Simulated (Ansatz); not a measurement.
Basis-set series for C2H5BO3, SMILES `C=C(O)B(O)O`. The species carries charge 0 and has multiplicity 1. All single points use the PBE0-D4/def2-TZVP geometry. It is one conformer, not always the lowest.

```
functional       basis  functions  energy (Eh)  HOMO (eV)  LUMO (eV)
   PBE0-D4    def2-SVP        109   -329.23446      -6.75      -0.08
   PBE0-D4  def2-QZVPP        492   -329.63924      -6.99      -0.46
   ωB97M-V    def2-SVP        109   -329.48032      -8.98       2.12
   ωB97M-V  def2-QZVPP        492   -329.89492      -9.23       1.59
```

**Question.** Give the rows for def2-TZVPP. (Best estimate.)

**Answer.** Computed: 
```csv
functional,basis,functions,energy (Eh),HOMO (eV),LUMO (eV)
PBE0-D4,def2-TZVPP,256,-329.62064,-6.94,-0.37
ωB97M-V,def2-TZVPP,256,-329.87721,-9.19,1.75
```

Positive LUMOs are unbound and depend on the basis.
